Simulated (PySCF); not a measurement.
A GIAO shielding run with PySCF (density fitting, non-relativistic, gas phase) on `CS[C@]1([SiH3])CCCSC1`, C6H14S2Si:

```
$ OMP_NUM_THREADS=1 python probes_run.py task.json out

{"job": {"kind": "nmr", "xc": "PBE0", "basis": "pcSseg-1"}, "charge": 0, "multiplicity": 1}
C     -2.451295     1.399149    -0.030761
S     -1.333317     0.726974     1.224500
C     -0.283164    -0.485012     0.286347
Si    -1.351699    -2.074756     0.226220
C      0.975369    -0.701349     1.127085
C      1.847026     0.547521     1.268705
C      2.358948     1.045218    -0.071204
S      0.979972     1.582229    -1.124752
C      0.074151    -0.000569    -1.099681
H     -2.974639     0.597033    -0.542851
H     -1.892254     2.016147    -0.728336
H     -3.161753     2.012702     0.514684
H     -0.608365    -3.114659    -0.488814
H     -2.580947    -1.772075    -0.504979
H     -1.625960    -2.458373     1.604265
H      1.563860    -1.502292     0.666927
H      0.679851    -1.033614     2.124661
H      1.267667     1.338381     1.748859
H      2.700967     0.313147     1.909661
H      2.905192     0.265156    -0.606661
H      3.000911     1.916764     0.048237
H     -0.805939     0.154085    -1.721606
H      0.710666    -0.744820    -1.586172
```

Hardware: 1 thread of an Arm Neoverse V1, shared host. The job also computes population analyses, field gradients, ring-centre shieldings.

Task: How large is the calculation?

Result: 96 electrons, 244 basis functions and 1333 auxiliary functions.

Task: How long does it take, and how much memory does it need?

Result: 84 s of wall time, with 14 SCF cycles and 5 response iterations; peak memory 1.1 GiB. Times on a shared host scatter by some tens of per cent.
